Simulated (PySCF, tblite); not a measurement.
C6H10O2.
Structure used (GFN2-xTB), in Å, numbered top down from 1:
```xyz
18
C6H10O2 angstrom
C     -2.462    0.687   -0.297
C     -1.695   -0.591    0.045
C     -0.229   -0.429   -0.222
C      0.419   -1.003   -1.234
O      1.749   -0.793   -1.528
C      2.270    0.321   -0.846
C      1.809    0.303    0.615
O      0.408    0.396    0.687
H     -2.076    1.518    0.287
H     -2.352    0.923   -1.353
H     -3.519    0.564   -0.076
H     -1.834   -0.817    1.104
H     -2.074   -1.425   -0.546
H     -0.052   -1.680   -1.925
H      1.917    1.249   -1.318
H      3.357    0.261   -0.918
H      2.146   -0.633    1.080
H      2.211    1.154    1.168
```

Computed, not measured: wB97X-D/def2-SVPD in PySCF (dipole) on a GFN2-xTB geometry, gas phase.

Take the most abundant isotopes and a rigid rotor. The values belong to one conformer with, in the numbering `[CH3:1][CH2:2][C:3]1=[CH:4][O:5][CH2:6][CH2:7][O:8]1`, C1–C2–C3–C4 -107°, C3–C4–O5–C6 -14°, C4–O5–C6–C7 44°, O5–C6–C7–O8 -62°, C6–C7–O8–C3 45°.

(1) What are A, B and C (cm⁻¹)?

(2) Classify the top.

(3) Is it planar, by Δ = Ic − Ia − Ib?

(4) Which lines would a microwave search look for?

(5) Estimate the classical rotational partition function at 50 K, 100 K and 298.15 K.

Answers

(1) Ia = 121.19, Ib = 341.01, Ic = 406.10 u·Å²; 505379 MHz·u·Å²/I gives 4170, 1482 and 1244 MHz, that is A = 0.13910, B = 0.04943, C = 0.04151 cm⁻¹.

(2) An asymmetric top: κ = (2 × 1482 − 4170 − 1244)/(4170 − 1244) = -0.84.

(3) Not planar: Δ = Ic − Ia − Ib = -56.10 u·Å². For a rigid frame Δ = −2 Σ m c², so Σ m c² = 28.05 u·Å² lies off the ab plane: 11.11 from hydrogen and 16.94 from heavier atoms. The atom farthest from that plane is 1.62 Å away.

(4) The dipole components are |μa| = 0.24 D, |μb| = 0.64 D, |μc| = 0.13 D. Intensities carry the squares of the components, which stand as 0.13 : 1.00 : 0.04 (a : b : c). Some lines, for components of 0.1 D or more:

```json
{"type": "a", "branch": "Q", "J(Ka,Kc)": "2(1,1) ← 2(1,2)", "MHz": "713", "lower level (cm⁻¹)": "0.355"}
{"type": "c", "branch": "Q", "J(Ka,Kc)": "2(1,2) ← 2(0,2)", "MHz": "2466", "lower level (cm⁻¹)": "0.272"}
{"type": "b", "branch": "Q", "J(Ka,Kc)": "2(1,1) ← 2(0,2)", "MHz": "3178", "lower level (cm⁻¹)": "0.272"}
{"type": "c", "branch": "Q", "J(Ka,Kc)": "3(2,2) ← 3(1,2)", "MHz": "7718", "lower level (cm⁻¹)": "0.663"}
{"type": "b", "branch": "Q", "J(Ka,Kc)": "2(2,0) ← 2(1,1)", "MHz": "8079", "lower level (cm⁻¹)": "0.378"}
{"type": "a", "branch": "R", "J(Ka,Kc)": "3(2,2) ← 2(2,1)", "MHz": "8179", "lower level (cm⁻¹)": "0.647"}
{"type": "b", "branch": "R", "J(Ka,Kc)": "4(0,4) ← 3(1,3)", "MHz": "8599", "lower level (cm⁻¹)": "0.615"}
{"type": "b", "branch": "Q", "J(Ka,Kc)": "5(2,4) ← 5(1,5)", "MHz": "10254", "lower level (cm⁻¹)": "1.395"}
{"type": "a", "branch": "R", "J(Ka,Kc)": "5(1,5) ← 4(1,4)", "MHz": "12979", "lower level (cm⁻¹)": "0.962"}
{"type": "a", "branch": "R", "J(Ka,Kc)": "5(4,1) ← 4(4,0)", "MHz": "13666", "lower level (cm⁻¹)": "2.408"}
{"type": "b", "branch": "R", "J(Ka,Kc)": "2(2,0) ← 1(1,1)", "MHz": "14007", "lower level (cm⁻¹)": "0.181"}
{"type": "b", "branch": "Q", "J(Ka,Kc)": "5(4,2) ← 5(3,3)", "MHz": "19610", "lower level (cm⁻¹)": "2.210"}
{"type": "c", "branch": "R", "J(Ka,Kc)": "3(3,1) ← 2(2,1)", "MHz": "22223", "lower level (cm⁻¹)": "0.647"}
{"type": "b", "branch": "R", "J(Ka,Kc)": "5(3,3) ← 4(2,2)", "MHz": "27539", "lower level (cm⁻¹)": "1.291"}
```

(5) Point group C1, symmetry number σ = 1; q = (√π/σ)·√((kT/h)³/(ABC)), k/h = 20836.6 MHz/K: 21500 at 50 K, 60800 at 100 K, 313000 at 298.15 K.

Its GFN2-xTB frequencies are all real (lowest 46 cm⁻¹). Zero-point vibration and centrifugal distortion are left out. A rigid rotor knows nothing of internal rotation, which can split or shift real lines.
